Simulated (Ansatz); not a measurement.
`[Cl][GaH][Br]` + H₂ → `[Cl][GaH2]` + HBr at 400 K and 1 bar (hydrogenolysis of a Ga–Br bond).

Computed with Ansatz on PBE0-D4/def2-TZVP structures; ΔE is electronic, products minus reactants. CCSD(T)/CBS is the MP2 limit (def2-TZVPP, def2-QZVPP) plus CCSD(T) − MP2 in def2-TZVPP, frozen cores. This one scheme is used for every species. For Br, Ga outer-core shells are correlated without core-valence functions, which leaves a few kJ/mol of doubt a bond. Scalar relativity is left out up to krypton.

```csv
species,CCSD(T)/CBS energy (Eh),H − E (kJ/mol),S (J/(mol·K))
`[Cl][GaH][Br]`,-4957.74201,45.1,337.0
H₂,-1.17544,38.0,139.0
`[Cl][GaH2]`,-2384.95520,55.3,280.7
HBr,-2573.91920,27.6,207.2
```

H − E and S are ideal-gas, rigid-rotor, harmonic terms from PBE0-D4/def2-TZVP. The MP2-based limit puts H₂ 0.8 mEh under its directly extrapolated value; such offsets cancel only in part. 1 Eh = 2625.50 kJ/mol, R = 8.31446 J/(mol·K).

Question: By hand: ΔE, ΔH, ΔS and ΔG.

Answer: ΔE = (-2384.95520) + (-2573.91920) − (-4957.74201) − (-1.17544) = 0.04305 Eh = 113.0 kJ/mol. Δ(H − E) = 55.3 + 27.6 − 45.1 − 38.0 = -0.2, so ΔH = 112.8 kJ/mol. ΔS = 280.7 + 207.2 − 337.0 − 139.0 = 11.9 J/(mol·K). ΔG = 112.8 − 400 × (11.9)/1000 = 108.0 kJ/mol.

Question: By hand: the equilibrium constant, and the temperature at which ΔG would vanish if ΔH and ΔS stayed fixed.

Answer: log₁₀ K = −ΔG/(RT ln 10) = -14.1. ΔG = 0 at ΔH/ΔS = 9479 K, far beyond where these terms or the molecules hold.

The number of gas molecules stays the same, so ΔS is small and ΔH decides. A doubt of 5 kJ/mol in ΔE shifts log₁₀ K by 0.7 here. These are equilibria of isolated gas molecules and say nothing of rates. Largest T1 diagnostic: 0.012 (customary marks: 0.02 for closed shells, 0.045 for open ones).
